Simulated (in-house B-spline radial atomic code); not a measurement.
# How G0W0 and RPA depend on the start: the xenon ion Xe⁶⁺

Configuration [Kr] 4d10 5s2. Computed with an all-electron radial atomic-structure program (B-spline basis): all electrons, scalar-relativistic (spin-free one-electron X2C), finite nucleus, each spin shell either full or empty, empty states to l = 9 with an (l + 1/2)⁻⁴ tail; G0W0 by contour deformation at full frequency.

| start | mean-field 5s (eV) | G0W0 (eV) | QP weight | RPA correlation (Eh) |
| --- | --- | --- | --- | --- |
| Hartree-Fock | -89.89 | -92.27 | 0.977 | -3.6424 |
| LDA VWN5 | -86.72 | -92.70 | 0.964 | -3.9347 |
| PBE | -86.12 | -92.63 | 0.964 | -3.9294 |
| PBE0 | -87.32 | -92.52 | 0.968 | -3.8501 |
| r2SCAN | -86.09 | -92.61 | 0.966 | -3.8794 |
| HSE06 | -87.00 | -92.55 | 0.967 | -3.8563 |
| B3LYP (VWN-RPA) | -87.40 | -92.59 | 0.967 | -3.8668 |
| SCAN | -86.38 | ? | ? | ? |
| TPSS | -85.81 | -92.63 | 0.965 | -3.9156 |
| BHandHLYP | -88.64 | -92.46 | 0.972 | -3.777 |
| CAM-B3LYP | -89.18 | -92.51 | 0.971 | -3.8357 |
| LC-wPBE | -90.47 | -92.42 | 0.974 | -3.84 |
| wB97X | -90.08 | -92.41 | 0.973 | -3.8227 |
| PBEsol | -86.19 | -92.65 | 0.964 | -3.9315 |
| BLYP | -86.26 | -92.67 | 0.964 | -3.9305 |
| r2SCAN0 | -87.39 | -92.52 | 0.970 | -3.8165 |
| LDA exchange-only | -85.16 | ? | ? | ? |

Task: What G0W0 level, weight and RPA correlation energy follow from the LDA exchange-only start?

Result: G0W0 level -92.74 eV, weight 0.965, RPA correlation -3.9338 hartree.

Task: What G0W0 level, weight and RPA correlation energy follow from the SCAN start?

Result: G0W0 level -92.62 eV, weight 0.966, RPA correlation -3.8782 hartree.

Task: How much of the dependence on the start does G0W0 remove?

Result: The mean-field levels span 5.31 eV and the G0W0 levels 0.475 eV. Against 91.6 ± 0.5 eV (NIST, semi-empirical) the G0W0 removal energies are off by +0.67 to +1.14 eV, with spin-orbit coupling, Breit and QED terms left out.
